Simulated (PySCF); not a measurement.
Mg(Et)(SeH) (C2H6MgSe), SMILES C[CH2][Mg][SeH].

The structure is a stationary point at B3LYP-D3(BJ)/def2-SVP. The structure was generated by enumeration; whether it is a known compound was not checked. The values are those of a single conformer.

Two levels are set side by side: TDA-PBE/def2-SVPD (PySCF) and TDA-LC-ωPBE/def2-SVPD (PySCF). Vertical, same geometry. The lowest singlet is HOMO→LUMO 100 % with PBE and HOMO→LUMO 79 % with the other functional; states are paired by order. Differences are taken from unrounded values.

```
quantity                               TDA-PBE
-------------------------------------  -------
lowest singlet excitation (eV)            3.95
lowest triplet excitation (TDA) (eV)      3.64
first bright state (f over 0.05) (eV)     4.56
its oscillator strength                   0.16
```

**Question.** These are the TDA-PBE values. What does TDA-LC-ωPBE give? (An estimate is asked for; the answer gives what the named calculation found.)

**Answer.** 
```
quantity                               TDA-LC-ωPBE  TDA-PBE minus TDA-LC-ωPBE
-------------------------------------  -----------  -------------------------
lowest singlet excitation (eV)                5.10                      -1.15
lowest triplet excitation (TDA) (eV)          4.56                      -0.93
first bright state (f over 0.05) (eV)         5.10                      -0.54
its oscillator strength                       0.07                       0.09
```

A lower first singlet is the usual sign of a functional without exact exchange. Differences between two approximate levels are no errors against the true value.

Rough cost on one machine, each run with all the roots and properties that it gave: TDA-LC-ωPBE against TDA-PBE about 2 times.
